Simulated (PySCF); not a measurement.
PySCF 2.14 output of an unrestricted LDA calculation on a single atom or ion in aug-cc-pVDZ, with no relativity, point nucleus:

```
SCF conv_tol = 1e-09
number electrons alpha = 15  beta = 10
    P. A. M. Dirac.,  Math. Proc. Cambridge Philos. Soc. 26, 376 (1930)
    F. Bloch.,  Z. Phys. 57, 545 (1929)
    S. H. Vosko, L. Wilk, and M. Nusair.,  Can. J. Phys. 58, 1200 (1980)
cycle= 1 E= -1260.89877467015  delta_E= -0.00707  |g|= 0.13  |ddm|=  0.4
cycle= 2 E= -1260.89275812799  delta_E= 0.00602  |g|=  0.2  |ddm|= 0.606
cycle= 3 E= -1260.90306416273  delta_E= -0.0103  |g|= 0.00102  |ddm|= 0.376
cycle= 4 E= -1260.90306440503  delta_E= -2.42e-07  |g|= 0.000243  |ddm|= 0.00274
cycle= 5 E= -1260.90306442029  delta_E= -1.53e-08  |g|= 3.23e-06  |ddm|= 0.000561
cycle= 6 E= -1260.90306442029  delta_E= -6.37e-12  |g|= 2.01e-06  |ddm|= 1.49e-05
converged SCF energy = -1260.90306442029  <S^2> = 8.7510406  2S+1 = 6.0003468
```

The run itself started from symmetry-adapted Hartree-Fock orbitals and held the occupation by maximum overlap, on a logarithmic radial grid, so the iterations belong to that start.

Task: Which element, charge and spin multiplicity is this?

Result: Fe⁺ (iron, charge +1), multiplicity 6; the state was [Ar] 3d6 4s1, high-spin 6D determinant.
